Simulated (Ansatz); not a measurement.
Job for Ansatz (a program for electronic structure): U-wB97X-V/cc-pVTZ on CH6BN (SMILES BNC), a point of a bond scan (R = 1.312 Å).

Ansatz 0.2 input:
```yaml
crystal:
  periodic: [false, false, false]
  atoms:
    - {symbol: B, position_ang: [-0.17377685, 0.16935935, 1.35984899]}
    - {symbol: H, position_ang: [-1.04662609, 0.51554608, 2.09587791]}
    - {symbol: H, position_ang: [0.90496525, -0.15002550, 1.76046960]}
    - {symbol: N, position_ang: [-0.42136335, 0.13750334, -0.00246435]}
    - {symbol: C, position_ang: [0.50465876, -0.25211116, -1.05318898]}
    - {symbol: H, position_ang: [-1.33200836, 0.40682345, -0.34423305]}
    - {symbol: H, position_ang: [0.71253696, 0.73126045, -1.89629586]}
    - {symbol: H, position_ang: [0.12956168, -1.11043727, -1.61689155]}
    - {symbol: H, position_ang: [1.45669201, -0.52592512, -0.60230554]}
basis:
  gaussian:
    orbitals: cc-pVTZ
hamiltonian:
  xc: {name: wB97X-V}
magnetization: {spin_polarized: true, initial_magnetization: 0}
```

Q: What total energy does the run end on?

A: -121.3287 hartree.

Q: How many basis functions does it have, and what does it roughly cost on one machine?

A: 174 functions; very roughly 9 core-seconds.
